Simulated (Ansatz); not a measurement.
Basis-set series for F₄HOTa, SMILES `[OH][Ta]([F])([F])([F])[F]`. Total charge 0; spin multiplicity 1. Ta: def2 effective core potential. Geometry: relaxed with PBE0-D4/def2-TZVP. It is one conformer, not always the lowest.

| functional | basis | functions | energy (Eh) | HOMO (eV) | LUMO (eV) |
| --- | --- | --- | --- | --- | --- |
| PBE0-D4 | def2-SVP | 107 | -531.70722 | -10.59 | -1.73 |
| PBE0-D4 | def2-TZVPP | 225 | -532.31618 | -10.65 | -1.63 |
| ωB97M-V | def2-SVP | 107 | -531.96726 | -13.03 | 0.57 |
| ωB97M-V | def2-TZVPP | 225 | -532.58869 | -13.10 | 0.66 |

**Question.** Give the rows for def2-QZVPP. (An estimate is asked.)

**Answer.** Computed: 
| functional | basis | functions | energy (Eh) | HOMO (eV) | LUMO (eV) |
| --- | --- | --- | --- | --- | --- |
| PBE0-D4 | def2-QZVPP | 396 | -532.34218 | -10.68 | -1.66 |
| ωB97M-V | def2-QZVPP | 396 | -532.61293 | -13.14 | 0.42 |

Positive LUMOs are unbound and depend on the basis.
